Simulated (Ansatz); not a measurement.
Computed with Ansatz.

A structure relaxed at PBE0-D4/def2-TZVP, charge 0, multiplicity 1:

```xyz
10

C     0.384   -0.164   -1.341
C    -0.567   -0.159   -0.176
S    -0.469   -1.608    0.977
Ge   -0.034    0.454    1.579
H     0.119   -0.949   -2.054
H     0.354    0.795   -1.866
H     1.411   -0.346   -1.017
H    -1.599    0.060   -0.441
H    -1.036    1.125    2.518
H     1.436    0.791    1.820
```

**Question.** Give its formula and SMILES.

**Answer.** C2H6GeS, `C[CH]1[S][GeH2]1`.

**Question.** Summarise the bond lengths by kind.

**Answer.** 1 × C–C 1.504 Å; 4 × C–H 1.087 to 1.094 Å; 1 × C–S 1.855 Å; 1 × C–Ge 1.934 Å; 1 × Ge–S 2.192 Å; 2 × Ge–H 1.528 Å.
